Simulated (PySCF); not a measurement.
selenophene (C4H4Se), SMILES c1[se]ccc1.

Coordinates come from a r2SCAN-D4/def2-SVP optimisation.

All values below come from PBE/def2-TZVP (PySCF).

Isolated molecule, no solvent.

The total energy comes out as -2555.85899 hartree, the point group comes out as C2v and the highest occupied level is -5.80 eV. The lowest empty level is -1.48 eV. The orbital gap is 4.32 eV and the dipole moment is 0.29 D. The quadrupole, principal values (traceless, Buckingham form, about the centre of nuclear charge) is -7.71, 2.05, 5.66 D·Å and the mean static polarisability comes out as 67.5 bohr³ (10.01 Å³). The polarisability, principal values is 42.4, 74.4, 85.7 bohr³.
